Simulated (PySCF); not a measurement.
Species: C3H5ClOSi.
Structure used (PBE0-D3(BJ)/def2-SVP), in Å, numbered top down from 1:
```
atom  x, y, z in Å
O1     1.8477    0.6625   -0.9942
C2     1.6524   -0.2966   -0.2874
Si3   -0.1006   -0.5505    0.4290
C4    -1.4406    0.2631   -0.5918
C5    -1.0101    1.0833    0.6079
Cl6   -2.1906    1.3577    1.8884
H7     2.4883   -1.0083   -0.0492
H8    -0.4080   -1.6893    1.3265
H9    -2.4442   -0.1730   -0.5411
H10   -1.1753    0.6660   -1.5762
H11   -0.4336    1.9888    0.3868
```

Jobs on this species (11 atoms, 62 electrons) with PySCF (density fitting). Hardware of each: an Arm Neoverse V1 with one thread, on a shared host. The host was shared with other jobs, so the times are rough. Peak memory is the resident size of the whole Python process, interpreter and libraries included.

| level and settings | work | basis functions | SCF cycles | wall time | peak memory |
| --- | --- | --- | --- | --- | --- |
| PBE0/def2-SVP | 10 singlets by full TDDFT, 4 Tamm–Dancoff triplets, polarisability | 117 | ? | ? | ? |
| PBE0/6-31G | shieldings, ring-centre shieldings, charges and field gradients | 72 | ? | ? | ? |
| PBE0/aug-cc-pVDZ | shieldings, ring-centre shieldings, charges and field gradients | 191 | 14 | 28 s | 0.97 GiB |
| PBE0/cc-pVTZ | shieldings, ring-centre shieldings, charges and field gradients | 258 | 15 | 52 s | 1.1 GiB |
| B3LYP/pcSseg-2 | shieldings, ring-centre shieldings | 300 | 15 | 51 s | 1.2 GiB |
| B97-2/pcSseg-2 | shieldings, ring-centre shieldings | 300 | 16 | 55 s | 1.3 GiB |
| CAM-B3LYP/pcSseg-2 | shieldings, ring-centre shieldings | 300 | 14 | 70 s | 1.4 GiB |
| PBE0/pcSseg-2 | shieldings, ring-centre shieldings | 300 | 15 | 45 s | 1.3 GiB |
| BLYP/pcSseg-2 | shieldings, ring-centre shieldings | 300 | 17 | 62 s | 0.95 GiB |

Fill in the missing figures.

- PBE0/def2-SVP; 10 singlets by full TDDFT, 4 Tamm–Dancoff triplets, polarisability: 13 s, 0.60 GiB, 14 SCF cycles
- PBE0/6-31G; shieldings, ring-centre shieldings, charges and field gradients: 7.0 s, 0.53 GiB, 14 SCF cycles

What do all jobs in the table cost together?

About 6.4 min; the longest takes about 18 % of that, and about 10 times as long as the shortest.
